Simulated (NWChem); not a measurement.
# C$_{2}$H$_{6}$ClGe cation

```xyz
10

C      0.1425    -1.7574    -1.1524
Ge     0.0012     0.0001    -0.3495
C     -0.1430     1.7574    -1.1522
Cl     0.0039     0.0002     1.7579
H      1.0752    -2.2159    -0.8048
H      0.1316    -1.6720    -2.2413
H     -0.7001    -2.3619    -0.7982
H      0.6949     2.3655    -0.7933
H     -0.1265     1.6726    -2.2411
H     -1.0796     2.2115    -0.8092
```
Atoms are numbered in this order, from 1.

Computed with NWChem. Structure relaxed at the B3LYP/6-31G* (spherical d) level. GIAO values for the isolated, static molecule; σ is the absolute isotropic shielding, δ = σ(reference) − σ with the isolated reference molecule computed at the same levels (13C: tetramethylsilane, 1H: tetramethylsilane).

Task: Estimate the computed values for PBE/pcSseg-1. Quantities: δ C1 (ppm); σ Ge2 (ppm); σ Cl4 (ppm); δ H5 (rotor mean) (ppm); δ H8 (rotor mean) (ppm).

Result: 
| Property | Value |
|---|---|
| δ C1 (ppm) | 34.0 |
| σ Ge2 (ppm) | 453.4 |
| σ Cl4 (ppm) | 415.0 |
| δ H5 (rotor mean) (ppm) | 2.91 |
| δ H8 (rotor mean) (ppm) | 2.92 |
